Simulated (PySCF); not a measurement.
Isomers of CH5NSi. All species are isolated molecules in the gas phase. One relaxed conformer stands for each flexible species; it need not be the lowest. Strings in code marks are SMILES.

All values below come from PBE-D3(BJ)/def2-TZVP // r2SCAN-D4/def2-TZVP (PySCF). All candidates: neutral, multiplicity 1. Delta-SCF ions had no search for a lower state. Excitations are Tamm–Dancoff values on a coarser integration grid. The basis has no diffuse functions, so Rydberg states are missing or too high.

```yaml
vertical ionisation energy (Delta-SCF): 9.37 eV
S1 excitation (TDA): 4.25 eV
LUMO: -1.88 eV
```

Which member has these values?
(A) `[H]/N=C/[SiH3]`
(B) `C=[SiH]N`
(C) `C=N[SiH3]`
(D) `[H]/N=[SiH]\C`

D, `[H]/N=[SiH]\C`. The others give `[H]/N=C/[SiH3]`: 9.62 eV, 4.41 eV, -2.10 eV; `C=N[SiH3]`: 9.37 eV, 3.99 eV, -2.14 eV; `C=[SiH]N`: 7.79 eV, 4.42 eV, -0.77 eV
